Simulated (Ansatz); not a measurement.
GeH₄NO (`[NH2][GeH2][O]`) radical. Total charge 0; spin multiplicity 2. Geometry: relaxed with PBE0-D4/def2-TZVP. It is one conformer, not always the lowest.

```xyz
7

N     0.534   -0.779   -0.666
Ge   -0.305    0.389    0.446
O     0.838    0.973    1.698
H     1.114   -0.405   -1.400
H    -0.010   -1.558   -0.999
H    -1.470   -0.363    1.103
H    -0.701    1.742   -0.183
```

**Question.** What is the dipole moment at PBE/def2-TZVPP? (Best estimate.)

**Answer.** The calculation gave: 3.17 D, with components (-1.64, -0.86, -2.57) D in this frame, pointing from negative to positive charge.

**Question.** And with r2SCAN, B3LYP, ωB97M-V? (Estimate.)

**Answer.** The calculation gave: r2SCAN 3.06 D, B3LYP 3.10 D, ωB97M-V 3.05 D.

**Question.** Give the Mulliken charges with PBE, r2SCAN, ωB97M-V in def2-TZVPP. (An estimate is asked.)

**Answer.** Ansatz gave: 
| atom | PBE | r2SCAN | ωB97M-V |
| --- | --- | --- | --- |
| N1 | -0.38 | -0.45 | -0.38 |
| Ge2 | 0.42 | 0.51 | 0.46 |
| O3 | -0.31 | -0.33 | -0.33 |
| H4 | 0.15 | 0.16 | 0.12 |
| H5 | 0.15 | 0.15 | 0.12 |
| H6 | -0.01 | -0.02 | 0.01 |
| H7 | -0.01 | -0.02 | 0.01 |

B3LYP here is the variant with VWN-RPA as its local correlation; programs differ in this.
